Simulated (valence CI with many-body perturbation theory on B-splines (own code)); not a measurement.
## E1 line list for Nb2+

Method: valence CI with perturbative core correlation (CI+MBPT): three valence electrons over a frozen Dirac-Fock core [Kr], radial functions for each j: 7 s, 7 p, 8 d, 6 f, 4 g, 1 h, with the one-electron correlation potential Σ1 (screened to all orders), the two-electron term Σ2, the three-electron term Σ3, Breit, model QED; selected single and double excitations, second order for the rest, scaled by the run's own slope (own B-spline code, finite nucleus).

Against 24 measured levels this calculation errs by 551 cm⁻¹ on average and by 1058 at most. These come from a selection out of Shadmi, J. Res. Natl. Bur. Stand. 70A, 435 (1966). Levels without a partner in it may be off by more, other configurations by 1,000 to 8,000 cm⁻¹.

Lines 51 to 100 of 542 in falling wavelength, among levels below 139162 cm⁻¹, chosen from the strongest by gf and those to the six lowest levels. Wavelengths and rates use the calculated energies, so an error of 600 cm⁻¹ moves a line at 698.5 nm by 4.2 % and its rate by three times that or more. Electric multipoles are in the length gauge, E1 and E2 with the static RPA response of the core. Weak lines are less certain than strong ones. Lines between different terms over intervals too small for the method are left out, as are lines whose strength nearly cancels. Where a level lies close to another of its J and parity, the split of strength between their lines is uncertain. The highest levels of a list are the least certain.

Names give the largest LS component (configuration and term), which can be under half, so a name can repeat, a term be missing and a line seem to break the LS rules; names also repeat where a configuration has a term twice. Letters in brackets count levels of one name in rising energy.

```tsv
λ vac (nm)	Upper	Lower	A (s⁻¹)	log gf	Branch %
698.5	4d2.6p 2D°_3/2	4d2.6s 2F_5/2	5.91e+07	0.24	23.3
697.1	4d2.6p 4D°_7/2 [a]	4d2.6s 2F_5/2	1.33e+07	-0.11	5.1
696.2	4d2.6p 4G°_7/2	4d2.5d 4H_9/2	3.85e+07	0.35	22.4
694.5	4d2.6p 4F°_5/2	4d2.6s 4F_3/2	1.97e+07	-0.07	10.5
694.3	4d2.6p 4F°_7/2	4d2.5d 4G_9/2	1.56e+07	-0.05	7.4
689.9	4d2.6p 4G°_11/2	4d2.5d 4H_13/2	4.76e+07	0.61	29.6
689.7	4d2.6p 4F°_7/2	4d2.5d 2F_7/2 [a]	8.93e+06	-0.29	4.2
689.1	4d2.6p 4G°_9/2	4d2.5d 4H_11/2	4.07e+07	0.46	23.9
688.1	4d2.6p 4F°_5/2	4d2.5d 4G_7/2	1.29e+07	-0.26	6.9
686.7	4d2.6p 4G°_7/2	4d2.5d 4G_7/2	1.38e+07	-0.11	8.0
686.7	4d2.6p 4D°_3/2	4d2.6s 4F_5/2	4.25e+07	0.08	19.4
686.3	4d2.6p 4G°_5/2	4d2.5d 4G_5/2	1.32e+07	-0.25	7.5
685.5	4d2.6p 4F°_9/2	4d2.5d 4G_11/2	1.96e+07	0.14	12.0
683.0	4d2.6p 4D°_5/2	4d2.6s 4F_7/2	3.24e+07	0.13	15.2
681.5	4d2.6p 4F°_7/2	4d2.6s 4F_5/2	1.22e+07	-0.17	5.8
678.4	4d2.6p 4G°_9/2	4d2.5d 4G_9/2	1.42e+07	-0.01	8.4
677.7	4d2.6p 4D°_7/2 [b]	4d2.6s 4F_9/2	2.76e+07	0.18	12.2
676.5	4d2.6p 2G°_7/2	4d2.6s 4F_7/2	6.94e+06	-0.42	2.1
670.8	4d2.6p 4F°_3/2	4d2.5d 4G_5/2	2.24e+07	-0.22	13.3
669.4	4d2.6p 4D°_1/2	4d2.6s 4F_3/2	6.34e+07	-0.07	32.4
668.7	4d2.6p 4F°_5/2	4d2.5d 4H_7/2	1.50e+07	-0.22	8.0
668.5	4d2.6p 4D°_3/2	4d2.6s 4F_3/2	2.58e+07	-0.16	11.8
667.6	4d2.6p 4D°_5/2	4d2.5d 4D_5/2 [a]	1.41e+07	-0.25	6.6
666.3	4d2.6p 4F°_7/2	4d2.5d 4H_9/2	7.58e+06	-0.39	3.6
666.2	4d2.6p 4G°_11/2	4d2.5d 4G_11/2	1.49e+07	0.07	9.3
658.6	4d2.6p 2G°_9/2	4d2.6s 4F_9/2	6.67e+06	-0.36	1.7
656.5	4d2.6p 4D°_7/2 [b]	4d2.5d 4D_7/2 [a]	9.84e+06	-0.29	4.3
654.7	4d2.6p 2F°_5/2	4d2.5d 2F_5/2 [a]	1.09e+07	-0.38	4.8
648.8	4d2.4f 2G°_9/2	4d2.5d 2G_9/2 [a]	1.17e+07	-0.13	0.8
646.0	4d2.6p 4D°_5/2	4d2.6s 4F_5/2	1.02e+07	-0.42	4.8
644.3	4d2.4f 2G°_7/2	4d2.5d 2G_7/2 [a]	1.05e+07	-0.28	0.8
640.3	4d2.4f 4D°_7/2	4d2.5d 4F_5/2 [a]	7.63e+06	-0.43	0.3
633.8	4d2.4f 2H°_9/2 [a]	4d2.5d 4F_7/2 [a]	1.99e+07	0.08	0.7
628.5	4d2.4f 2H°_9/2 [b]	4d2.5d 4F_7/2 [a]	1.16e+07	-0.16	0.6
620.8	4d2.4f 4G°_7/2	4d2.5d 4F_5/2 [a]	2.74e+07	0.10	1.1
619.2	4d2.4f 4G°_5/2	4d2.5d 4F_3/2 [a]	3.25e+07	0.05	1.2
608.5	4d2.4f 2F°_5/2	4d2.5d 2D_3/2 [a]	1.82e+07	-0.22	1.1
601.1	4d2.4f 4F°_5/2	4d2.5d 4F_5/2 [a]	1.88e+07	-0.21	0.7
590.9	4d2.4f 4G°_7/2	4d2.5d 4P_5/2 [a]	9.00e+06	-0.42	0.4
580.4	4d2.4f 2H°_9/2 [b]	4d2.5d 2G_9/2 [a]	1.29e+07	-0.19	0.7
573.7	4d2.4f 4I°_11/2	4d2.5d 4G_11/2	9.77e+06	-0.24	4.4
573.7	4d2.4f 2H°_9/2 [a]	4d2.5d 2H_9/2 [a]	8.73e+06	-0.37	0.3
571.8	4d2.4f 4H°_7/2	4d2.5d 4G_7/2	1.71e+07	-0.17	6.6
569.6	4d2.4f 4I°_9/2	4d2.5d 4G_9/2	1.07e+07	-0.28	4.3
566.8	4d2.4f 2I°_11/2	4d2.5d 2H_9/2 [a]	1.14e+08	0.82	7.3
565.5	4d2.4f 4I°_13/2	4d2.5d 4H_13/2	2.13e+07	0.16	16.4
554.6	4d2.4f 2H°_9/2 [a]	4d2.5d 2G_7/2 [a]	3.01e+07	0.14	1.1
554.6	4d2.4f 4H°_13/2	4d2.5d 4H_11/2	1.09e+08	0.85	78.1
553.8	4d2.4f 4I°_11/2	4d2.5d 4H_11/2	1.34e+07	-0.13	6.1
552.8	4d2.4f 4H°_11/2	4d2.5d 4H_9/2	1.10e+08	0.78	51.4
```
